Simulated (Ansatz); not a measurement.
Cartesian coordinates (Å):
SMILES: O[SiH2]C=C
```xyz
10

C     -1.4518    -0.3781     0.6312
C     -0.8452     0.0900    -0.4564
Si     0.9711     0.4735    -0.5126
O      1.7267     0.0077     0.8774
H     -2.5143    -0.6039     0.6532
H     -0.9058    -0.5490     1.5550
H     -1.4442     0.2490    -1.3531
H      1.5664    -0.2058    -1.6995
H      1.2028     1.9342    -0.6283
H      1.8602    -0.9313     1.0105
```
Charge 0, multiplicity 1.

The numbers are results of Ansatz (a first-principles code) with frozen-core CCSD(T)/def2-TZVPP // PBE0-D4/def2-TZVP, not measurements.

HF energy: -443.12963 Ha
MP2 correlation energy: -0.68920 Ha

### Question
Estimate the CCSD correlation energy, the (T) correction, the total energy and the T1 diagnostic.

### Answer

CCSD correlation energy: -0.72674 Ha
(T) correction: -0.02868 Ha
CCSD(T) total energy: -443.88505 Ha
T1 diagnostic: 0.011
